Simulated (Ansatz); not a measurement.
Geometry optimisation, Ansatz, DFT PBE-D3(BJ), scalar-relativistic, plane waves, PAW.

Input file:

```yaml
accuracy: low
crystal:
  lattice:
    - [6.78532, 0.0, 0.0]
    - [0.0, 6.78532, 0.0]
    - [0.0, 0.0, 6.78532]
  atoms:
    - { symbol: O, position: [0.4088473, 0.606019, 0.190411] }
    - { symbol: H, position: [0.3907422, 0.7108995, 0.095289] }
    - { symbol: H, position: [0.4003768, 0.4867891, 0.1123828] }
    - { symbol: O, position: [0.965666, 0.3565441, 0.5382381] }
    - { symbol: H, position: [0.916093, 0.4771626, 0.48019] }
    - { symbol: H, position: [0.9419936, 0.257709, 0.4380026] }
    - { symbol: O, position: [0.8111277, 0.9259041, 0.5912707] }
    - { symbol: H, position: [0.9522446, 0.9436967, 0.5792141] }
    - { symbol: H, position: [0.7613806, 1.057965, 0.6127428] }
    - { symbol: O, position: [0.5231526, 0.1772568, 0.4876832] }
    - { symbol: H, position: [0.6531264, 0.1851459, 0.4291984] }
    - { symbol: H, position: [0.455968, 0.0786316, 0.4093558] }
    - { symbol: O, position: [0.5867414, 0.9728222, 0.0919136] }
    - { symbol: H, position: [0.4440693, 0.9721142, 0.0963922] }
    - { symbol: H, position: [0.6189535, 0.8677465, 0.0008236] }
    - { symbol: O, position: [0.3949968, 0.4970541, 0.6056086] }
    - { symbol: H, position: [0.3760485, 0.4099967, 0.7171339] }
    - { symbol: H, position: [0.2722075, 0.5693314, 0.5969674] }
    - { symbol: O, position: [0.1600651, 0.0490133, 0.2323012] }
    - { symbol: H, position: [0.159068, 0.1603451, 0.1429695] }
    - { symbol: H, position: [0.1596056, -0.064603, 0.1458892] }
    - { symbol: O, position: [0.7548455, 0.533006, 0.7670837] }
    - { symbol: H, position: [0.7257026, 0.5415194, 0.6276057] }
    - { symbol: H, position: [0.7138825, 0.4010476, 0.8029295] }
    - { symbol: Ag, position: [0.2617531, 0.0330163, 0.7906959] }
    - { symbol: F, position: [0.0932745, 0.5494059, 0.8542498] }
basis:
  ecutwfc: 420.0
kpoints:
  mp_grid: { grid: [1, 1, 1] }
hamiltonian:
  xc: pbe
  dispersion: d3bj
scf:
  occupations: { method: fermi_dirac, width: 0.05 }
  lower_state_search: "off"
relax:
  f_tol: 0.3
  max_steps: 15
  adjacent_minimum: "off"
output:
  write_density: true
  write_potential: true
  elf: true
  volumetric_format: npy
```

Run as:

```bash
$ ansatz run input.yaml --threads 1 --pin off --max-ram 3072MiB --backend cpu --events-out ev --progress --plain --runs-dir out
```

Question: Where does it end, and by what steps?

Answer: The run ended unconverged. Limits of this set-up: coarse k mesh, low accuracy level. After 14 steps the energy has fallen by 7.100 eV; F26 moved furthest, 1.81 Å. Joined: O10–Ag25, Ag25–F26.

```csv
step,energy less start (eV),largest force component (eV/Å),accepted
0,0.0000,1.047,yes
1,-1.1306,1.284,yes
2,-1.8358,2.264,yes
3,-2.5862,1.782,yes
4,-3.2404,1.450,yes
5,-3.7969,1.417,yes
6,-4.2596,0.769,yes
7,-4.7740,1.669,yes
8,-5.1367,2.270,yes
9,-5.5129,1.895,yes
10,-5.7842,1.714,yes
11,-6.2043,1.772,yes
12,-6.5686,1.752,yes
13,-6.8897,1.052,yes
14,-7.1001,0.906,yes
```

```xyz
26
Lattice="6.7853 0.0000 0.0000 0.0000 6.7853 0.0000 0.0000 0.0000 6.7853" Properties=species:S:1:pos:R:3
O 2.657 4.651 1.143
H 2.096 4.699 0.322
H 3.235 3.877 1.004
O 6.044 2.031 3.135
H 6.694 2.641 3.581
H 6.663 1.435 2.637
O 5.478 5.618 4.447
H 6.401 5.866 4.698
H 5.158 6.302 3.810
O 3.536 0.795 3.132
H 4.193 1.528 3.093
H 2.916 0.886 2.371
O 4.107 6.733 -0.042
H 3.688 6.027 0.524
H 4.767 6.217 -0.571
O 1.694 3.216 4.418
H 2.609 3.071 4.785
H 1.437 4.044 4.888
O 1.235 0.638 1.453
H 1.139 1.188 0.655
H 1.140 -0.276 1.113
O 4.275 3.291 5.615
H 4.737 4.051 5.130
H 4.946 2.583 5.547
Ag 2.397 -0.041 4.796
F 1.088 5.478 5.921
```

The run took 43 s on 1 thread of Arm Neoverse V1, on a shared host, peak memory 0.4 GiB.
